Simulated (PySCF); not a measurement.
Geometries of 2 isomers of Ge2H10OSi2, from PBE0-D3(BJ)/def2-SVP geometry optimisation, gas phase (PySCF). One conformer each, no zero-point energy, no frequencies.

Task: Which isomer lies lower at this level?
A.
```xyz
15
angstrom
Si    -2.353    0.710   -0.297
O     -1.813   -0.706    0.374
Si    -0.528   -1.721    0.652
Ge     1.404   -0.899   -0.482
Ge     1.967    1.315    0.330
H     -2.333    1.799    0.722
H     -1.475    1.099   -1.444
H     -3.746    0.507   -0.785
H     -0.247   -1.768    2.119
H     -0.887   -3.094    0.189
H      1.154   -0.831   -2.003
H      2.602   -1.842   -0.249
H      3.116    1.941   -0.482
H      0.736    2.238    0.230
H      2.389    1.237    1.810
```
B.
```xyz
15
angstrom
Si     2.191   -0.837   -0.550
O      1.587    0.690   -0.337
Ge     0.678    1.508    0.970
Ge    -1.366    0.234    1.278
Si    -2.059   -0.468   -0.889
H      3.588   -0.939   -0.026
H      2.189   -1.159   -2.006
H      1.348   -1.844    0.175
H      1.587    1.575    2.217
H      0.405    2.923    0.433
H     -1.118   -0.975    2.201
H     -2.436    1.132    1.931
H     -2.248    0.738   -1.750
H     -3.343   -1.230   -0.825
H     -1.006   -1.339   -1.494
```

Result: A. That is `[SiH2](O[SiH3])[GeH2][GeH3]`, 12.7 kcal/mol below the other.

| SMILES | atoms numbered as above | E (Eh) | relative (kcal/mol) | relative (kJ/mol) | dipole (D) |
| --- | --- | --- | --- | --- | --- |
| [SiH3]O[SiH2][GeH2][GeH3] | [SiH3:1][O:2][SiH2:3][GeH2:4][GeH3:5] | -4812.69001 | 0.0 | 0.0 | 0.29 |
| [SiH3][O][GeH2][GeH2][SiH3] | [SiH3:1][O:2][GeH2:3][GeH2:4][SiH3:5] | -4812.66980 | 12.7 | 53.1 | 1.22 |
